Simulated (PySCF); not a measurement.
**Excitation energy of Xe²⁺ by level of theory**

Xe²⁺ [Kr] 4d10 5s2 5p4 (3P) → Xe²⁺ [Kr] 4d10 5s1 5p5 (3P), as a difference of total energies. Computed with PySCF 2.14 in aug-cc-pwCVDZ-PP with ECP28MDF (6s5p4d1f, 48 functions), with scalar relativity through the core potential. Correlated levels: valence: 4s2 4p6 4d10 frozen. The calculations carry no spin-orbit coupling.

```csv
method,excitation energy (cm⁻¹)
UHF,112990
MP2 (valence),104070
SCS-MP2 (valence),102730
CCSD (valence),94546
CCSD(T) (valence),92981
```

The coupled-cluster amplitudes are large for the upper state (T1 above 0.03 or a double amplitude above 0.15), so a single reference is strained.
